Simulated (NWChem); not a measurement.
System: C$_{2}$H$_{6}$F$_{2}$Si; SMILES CC(F)(F)[SiH3]

Input file for NWChem:

```
start job
memory heap 200 mb stack 900 mb global 1100 mb
geometry units angstroms noautoz
  C     -1.346418    -1.110560     0.000000
  C     -0.010971    -0.398399     0.000000
  F      0.706612    -0.819608     1.110647
  F      0.706612    -0.819608    -1.110647
  Si     0.003686     1.526881     0.000000
  H     -1.171371    -2.191847     0.000000
  H     -1.924029    -0.845367     0.890529
  H     -1.924029    -0.845367    -0.890529
  H      1.415627     1.976952     0.000000
  H     -0.694334     2.021996     1.214805
  H     -0.694334     2.021996    -1.214805
end
basis spherical
  * library 6-31+g*
end
dft
  xc xpbe96 cpbe96
  iterations 150
end
tddft
  nroots 8
  notriplet
end
task tddft energy
```

Output (shortened):

```
             Northwest Computational Chemistry Package (NWChem) 7.3.0
             --------------------------------------------------------

 CS  symmetry detected

                             Geometry "geometry" -> ""
                             -------------------------

 Output coordinates in angstroms (scale by  1.889725989 to convert to a.u.)

  No.       Tag          Charge          X              Y              Z
 ---- ---------------- ---------- -------------- -------------- --------------
    1 C                    6.0000    -1.30451834    -1.14534350     0.00000000
    2 C                    6.0000     0.00841620    -0.39248570     0.00000000
    3 F                    9.0000     0.73860249    -0.79144731     1.11064700
    4 F                    9.0000     0.73860249    -0.79144731    -1.11064700
    5 Si                  14.0000    -0.03609003     1.53233562     0.00000000
    6 H                    1.0000    -1.09633028    -2.22074145     0.00000000
    7 H                    1.0000    -1.89000496    -0.89802344     0.89052900
    8 H                    1.0000    -1.89000496    -0.89802344    -0.89052900
    9 H                    1.0000     1.36135539     2.02557753     0.00000000
   10 H                    1.0000    -0.74899340     2.00576943     1.21480500
   11 H                    1.0000    -0.74899340     2.00576943    -1.21480500

 Effective nuclear repulsion energy (a.u.)     247.1745350047

      Symmetry information
      --------------------

 Group name             Cs
 Group number              2
 Group order               2
 No. of unique centers     8

  pbe96 is a nonlocal functional; adding pw91lda local functional.

                                 NWChem DFT Module
                                 -----------------

 Summary of "ao basis" -> "ao basis" (spherical)
 ------------------------------------------------------------------------------
       Tag                 Description            Shells   Functions and Types
 ---------------- ------------------------------  ------  ---------------------
 C                          6-31+g*                  8       18   4s3p1d
 F                          6-31+g*                  8       18   4s3p1d
 Si                         6-31+g*                 10       22   5s4p1d
 H                          6-31+g*                  2        2   2s

      Symmetry analysis of basis
      --------------------------

        a'         68
        a"         38

            General Information
            -------------------
          SCF calculation type: DFT
          Wavefunction type:  closed shell.
          No. of atoms     :    11
          No. of electrons :    50
           Alpha electrons :    25
            Beta electrons :    25
          Charge           :     0
          Spin multiplicity:     1
          Use of symmetry is: off; symmetry adaption is: on
          Maximum number of iterations: 150
          AO basis - number of functions:   106
                     number of shells:    54
          Convergence on energy requested:  1.00D-06
          Convergence on density requested:  1.00D-05
          Convergence on gradient requested:  5.00D-04

              XC Information
              --------------
          PerdewBurkeErnzerhof Exchange Functional  1.000
            Perdew 1991 LDA Correlation Functional  1.000 local
           PerdewBurkeErnz. Correlation Functional  1.000 non-local

             Grid Information
             ----------------
          Grid used for XC integration:  medium
          Radial quadrature: Mura-Knowles
          Angular quadrature: Lebedev.
          Tag              B.-S. Rad. Rad. Pts. Rad. Cut. Ang. Pts.
          ---              ---------- --------- --------- ---------
          C                   0.70       49          13.0       434
          F                   0.50       49          11.0       434
          Si                  1.10       88          13.0       590
          H                   0.35       45          13.0       434
          Grid pruning is: on
          Number of quadrature shells:   554
          Spatial weights used:  Erf1

      Superposition of Atomic Density Guess
      -------------------------------------

 Sum of atomic energies:        -565.89066828

      Non-variational initial energy
      ------------------------------

 Total energy =    -567.787611
 1-e energy   =   -1274.531717
 2-e energy   =     459.569571
 HOMO         =      -0.319487
 LUMO         =       0.045347

      Symmetry analysis of molecular orbitals - initial
      -------------------------------------------------

  Numbering of irreducible representations:

     1 a'          2 a"

  Orbital symmetries:

     1 a'          2 a'          3 a"          4 a'          5 a'
     6 a'          7 a'          8 a"          9 a'         10 a'
    11 a"         12 a'         13 a'         14 a'         15 a"
    16 a'         17 a'         18 a"         19 a"         20 a'
    21 a"         22 a'         23 a'         24 a"         25 a'
    26 a'         27 a'         28 a'         29 a"         30 a"
    31 a'         32 a'         33 a'         34 a"         35 a'

 !! scf_movecs_sym_adapt:   14 vectors were symmetry contaminated

  Symmetry fudging

   convergence    iter        energy       DeltaE   RMS-Dens  Diis-err
 ---------------- ----- ----------------- --------- --------- ---------
 d= 0,ls=0.0,diis     1   -568.4040316746 -8.16D+02  1.71D-02  1.13D+00

 !! scf_movecs_sym_adapt:   22 vectors were symmetry contaminated

  Symmetry fudging
 d= 0,ls=0.0,diis     2   -568.1455747567  2.58D-01  1.07D-02  4.33D+00

 !! scf_movecs_sym_adapt:   22 vectors were symmetry contaminated

  Symmetry fudging
 d= 0,ls=0.0,diis     3   -568.5272001360 -3.82D-01  1.75D-03  3.19D-02

 !! scf_movecs_sym_adapt:   12 vectors were symmetry contaminated

  Symmetry fudging
 d= 0,ls=0.0,diis     4   -568.5286825978 -1.48D-03  8.82D-04  1.21D-02

 !! scf_movecs_sym_adapt:    9 vectors were symmetry contaminated

  Symmetry fudging
 d= 0,ls=0.0,diis     5   -568.5298804101 -1.20D-03  4.11D-04  5.82D-04

 !! scf_movecs_sym_adapt:    2 vectors were symmetry contaminated

[...]

                                NWChem TDDFT Module
                                -------------------

            General Information
            -------------------
           No. of orbitals :     212
            Alpha orbitals :     106
             Beta orbitals :     106
        Alpha frozen cores :       0
         Beta frozen cores :       0
     Alpha frozen virtuals :       0
      Beta frozen virtuals :       0
         Spin multiplicity :       1
    Number of AO functions :     106
        Use of symmetry is : off
      Symmetry adaption is : on
         Schwarz screening :  0.10D-07

              XC Information
              --------------
   PerdewBurkeErnzerhof Exchange Functional   1.00
     Perdew 1991 LDA Correlation Functional   1.00 local
    PerdewBurkeErnz. Correlation Functional   1.00 non-local

             TDDFT Information
             -----------------
          Calculation type : TDDFT
         Wavefunction type : Restricted singlets
          No. of electrons :      50
           Alpha electrons :      25
            Beta electrons :      25
              No. of roots :       8
          Max subspacesize :    5600
            Max iterations :     100
               Target root :       1
           Target symmetry : none
      Symmetry restriction : off
                 Algorithm : Optimal
        Davidson threshold :  0.10D-03

    8 smallest eigenvalue differences (eV)
--------------------------------------------------------
  No. Spin  Occ  Vir  Irrep   E(Occ)    E(Vir)   E(Diff)
--------------------------------------------------------
    1    1   25   26 a'       -0.264    -0.023     6.560
    2    1   25   27 a'       -0.264    -0.008     6.966
    3    1   25   28 a"       -0.264     0.004     7.304
    4    1   25   29 a'       -0.264     0.006     7.343
    5    1   25   30 a'       -0.264     0.017     7.649
    6    1   25   31 a"       -0.264     0.028     7.959
    7    1   25   32 a'       -0.264     0.030     8.013
    8    1   24   26 a"       -0.320    -0.023     8.067
--------------------------------------------------------

  Entering Davidson iterations
  Restricted singlet excited states

  Iter   NTrls   NConv    DeltaV     DeltaE      Time
  ----  ------  ------  ---------  ---------  ---------
    1      8       0     0.15E+00   0.10+100       12.8
    2     16       0     0.47E-01   0.10E-01       13.0
    3     32       0     0.15E-01   0.79E-03       21.3
    4     48       0     0.72E-02   0.82E-04       21.7
    5     64       0     0.43E-02   0.21E-04       21.5
    6     80       0     0.26E-02   0.82E-05       21.3
    7     96       0     0.14E-02   0.35E-05       21.3
    8    112       1     0.75E-03   0.93E-06       21.0
    9    126       2     0.46E-03   0.21E-06       19.2
   10    138       5     0.26E-03   0.67E-07       17.0
   11    144       7     0.14E-03   0.17E-07       11.1
   12    146       8     0.75E-04   0.46E-08        6.9
  ----  ------  ------  ---------  ---------  ---------
  Convergence criterion met

  Ground state a'       -568.529969749464 a.u.

  ----------------------------------------------------------------------------
  Root   1 singlet a'             0.244828672 a.u.                6.6621 eV
  ----------------------------------------------------------------------------
     Transition Moments    X -0.05585   Y -0.03740   Z  0.00000
     Dipole Oscillator Strength                    0.0007373261
     Electric Quadrupole                           0.0000001266
     Magnetic Dipole                               0.0000001724
     Total Oscillator Strength                     0.0007376251

     Occ.   25  a'  ---  Virt.   26  a'  -0.96157 X
     Occ.   25  a'  ---  Virt.   27  a'  -0.26434 X
  ----------------------------------------------------------------------------
  Root   2 singlet a'             0.263663774 a.u.                7.1747 eV
  ----------------------------------------------------------------------------
     Transition Moments    X  0.12759   Y  1.07732   Z  0.00000
     Dipole Oscillator Strength                    0.2068691136
     Electric Quadrupole                           0.0000005741
     Magnetic Dipole                               0.0000000964
     Total Oscillator Strength                     0.2068697842

     Occ.   23  a'  ---  Virt.   29  a'   0.05799 X
     Occ.   24  a"  ---  Virt.   28  a"  -0.05072 X
     Occ.   25  a'  ---  Virt.   26  a'  -0.24595 X
     Occ.   25  a'  ---  Virt.   27  a'   0.94500 X
     Occ.   25  a'  ---  Virt.   29  a'   0.13236 X
     Occ.   25  a'  ---  Virt.   38  a'   0.09263 X
  ----------------------------------------------------------------------------
  Root   3 singlet a'             0.276986005 a.u.                7.5372 eV
  ----------------------------------------------------------------------------
     Transition Moments    X  0.21676   Y -0.14839   Z  0.00000
     Dipole Oscillator Strength                    0.0127418790
     Electric Quadrupole                           0.0000002171
     Magnetic Dipole                               0.0000000082
     Total Oscillator Strength                     0.0127421043

     Occ.   23  a'  ---  Virt.   26  a'   0.10066 X
     Occ.   24  a"  ---  Virt.   28  a"   0.08279 X
     Occ.   25  a'  ---  Virt.   27  a'  -0.11213 X
     Occ.   25  a'  ---  Virt.   29  a'   0.94366 X
     Occ.   25  a'  ---  Virt.   30  a'   0.22520 X
     Occ.   25  a'  ---  Virt.   32  a'   0.11841 X
  ----------------------------------------------------------------------------
  Root   4 singlet a"             0.277279127 a.u.                7.5452 eV
  ----------------------------------------------------------------------------
     Transition Moments    X  0.00000   Y -0.00000   Z -0.18012
     Dipole Oscillator Strength                    0.0059973681
     Electric Quadrupole                           0.0000000332
     Magnetic Dipole                               0.0000002493
     Total Oscillator Strength                     0.0059976506

     Occ.   21  a'  ---  Virt.   28  a"  -0.06934 X
     Occ.   24  a"  ---  Virt.   26  a'  -0.10783 X
     Occ.   24  a"  ---  Virt.   27  a'   0.05162 X
     Occ.   24  a"  ---  Virt.   29  a'   0.05966 X
     Occ.   25  a'  ---  Virt.   28  a"   0.97851 X
     Occ.   25  a'  ---  Virt.   31  a"  -0.08749 X
  ----------------------------------------------------------------------------
  Root   5 singlet a'             0.283321879 a.u.                7.7096 eV
  ----------------------------------------------------------------------------
     Transition Moments    X -0.00847   Y -0.29500   Z  0.00000
     Dipole Oscillator Strength                    0.0164506609
     Electric Quadrupole                           0.0000001275
     Magnetic Dipole                               0.0000000196
     Total Oscillator Strength                     0.0164508079

     Occ.   23  a'  ---  Virt.   26  a'   0.07723 X
     Occ.   25  a'  ---  Virt.   29  a'   0.20514 X
     Occ.   25  a'  ---  Virt.   30  a'  -0.96920 X
     Occ.   25  a'  ---  Virt.   32  a'   0.05080 X
  ----------------------------------------------------------------------------
  Root   6 singlet a"             0.292590316 a.u.                7.9618 eV
  ----------------------------------------------------------------------------
     Transition Moments    X -0.00000   Y -0.00000   Z  0.12237
     Dipole Oscillator Strength                    0.0029209089
     Electric Quadrupole                           0.0000003591
     Magnetic Dipole                               0.0000000321
     Total Oscillator Strength                     0.0029213001

     Occ.   24  a"  ---  Virt.   26  a'  -0.05735 X
     Occ.   25  a'  ---  Virt.   28  a"   0.07576 X
     Occ.   25  a'  ---  Virt.   31  a"   0.99413 X
  ----------------------------------------------------------------------------
  Root   7 singlet a'             0.295359960 a.u.                8.0372 eV
  ----------------------------------------------------------------------------
     Transition Moments    X -0.29373   Y -0.33535   Z -0.00000
     Dipole Oscillator Strength                    0.0391330174
     Electric Quadrupole                           0.0000001689
     Magnetic Dipole                               0.0000000476
     Total Oscillator Strength                     0.0391332339

     Occ.   23  a'  ---  Virt.   26  a'  -0.16962 X
     Occ.   25  a'  ---  Virt.   29  a'  -0.10133 X
     Occ.   25  a'  ---  Virt.   32  a'   0.97635 X
  ----------------------------------------------------------------------------
  Root   8 singlet a"             0.300027401 a.u.                8.1642 eV
  ----------------------------------------------------------------------------
     Transition Moments    X -0.00000   Y -0.00000   Z -0.37583
     Dipole Oscillator Strength                    0.0282525519
     Electric Quadrupole                           0.0000003160
     Magnetic Dipole                               0.0000062953
     Total Oscillator Strength                     0.0282591631

     Occ.   20  a"  ---  Virt.   26  a'  -0.05061 X
     Occ.   24  a"  ---  Virt.   26  a'   0.97971 X
     Occ.   24  a"  ---  Virt.   27  a'   0.08223 X
     Occ.   24  a"  ---  Virt.   29  a'   0.08496 X
     Occ.   25  a'  ---  Virt.   28  a"   0.09104 X

              Target root =      1
          Target symmetry = none
      Ground state energy =   -568.529969749464
        Excitation energy =      0.244828671634
     Excited state energy =   -568.285141077830

[...]
```

Level: PBE/6-31+G* (spherical d), full TDDFT. Structure relaxed at the B3LYP/6-31G* (spherical d) level.
